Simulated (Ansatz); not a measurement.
CH$_{4}$N$_{2}$S, charge -1, doublet, at a GFN2-xTB geometry (a state made from the parent by changing its charge; the spin is typed, not shown lowest) (a gas-phase anion, which may not be bound at this level), atoms displaced at random by about 0.03 Å a coordinate; PBE0/STO-3G, gradient in Ansatz (a quantum-chemistry and plane-wave program).

Ansatz was given this input:
Ansatz 0.2 input:
```yaml
crystal:
  periodic: [false, false, false]
  atoms:
    - {symbol: N, position_ang: [0.75816835, -1.22290003, -0.43711364]}
    - {symbol: C, position_ang: [0.01536726, -0.27336809, 0.21187017]}
    - {symbol: N, position_ang: [-1.40126045, -0.84032488, 0.44040801]}
    - {symbol: S, position_ang: [0.26584345, 1.34105987, -0.00437140]}
    - {symbol: H, position_ang: [0.98564738, -2.10467706, 0.04149154]}
    - {symbol: H, position_ang: [1.70620389, -0.85449472, -0.60410342]}
    - {symbol: H, position_ang: [-1.74573149, -1.16708081, -0.49581624]}
    - {symbol: H, position_ang: [-1.90702756, -0.08255492, 0.67706457]}
basis:
  gaussian:
    orbitals: STO-3G
hamiltonian:
  xc: pbe0
total_charge: -1
magnetization: {spin_polarized: true, initial_magnetization: 1}
output: {forces: true}
```

It wrote (shortened):

```
Functional definition: PBE0
362 factors; integrals over basis functions are off by at most 4.6e-5 eV
mean field evaluation 1: about -14728.5403 eV, gradient 1.4e1 eV
mean field evaluation 2: about -14727.6440 eV, gradient 2.0e1 eV
mean field evaluation 4: about -14730.2321 eV, gradient 4.3e-1 eV
mean field evaluation 8: about -14730.2487 eV, gradient 1.0e-2 eV
mean field -14730.24870488 eV, -541.3266553833 hartree, gradient 9.1e-6 eV, S^2 0.751760; 0 other end points of the search recorded, 0 dependent functions left out
the calculation of the forces begins
reference -14730.24871914 eV, -541.3266559073 hartree; 21, 20 occupied and 7, 8 virtual orbitals, 362 factors
Total energy: -14730.24871914 eV, -541.3266559073 hartree
Atom 0 at     0.758168    -1.222900    -0.437114 Å, force     2.609259    -3.453908    -4.388450 eV/Å
Atom 1 at     0.015367    -0.273368     0.211870 Å, force    -3.683882     1.689647     3.828925 eV/Å
Atom 2 at    -1.401260    -0.840325     0.440408 Å, force     4.976838    -6.152822    -1.218690 eV/Å
Atom 3 at     0.265843     1.341060    -0.004371 Å, force     0.394692     2.345194    -0.294085 eV/Å
Atom 4 at     0.985647    -2.104677     0.041492 Å, force    -0.289326    -1.187777     1.492210 eV/Å
Atom 5 at     1.706204    -0.854495    -0.604103 Å, force     0.643181     0.719619    -0.350583 eV/Å
Atom 6 at    -1.745731    -1.167081    -0.495816 Å, force    -0.576510     0.253080    -0.391536 eV/Å
Atom 7 at    -1.907028    -0.082555     0.677065 Å, force    -4.074251     5.786967     1.322208 eV/Å
Dipole moment:     0.055797    -0.270352    -0.104711 e Å
```
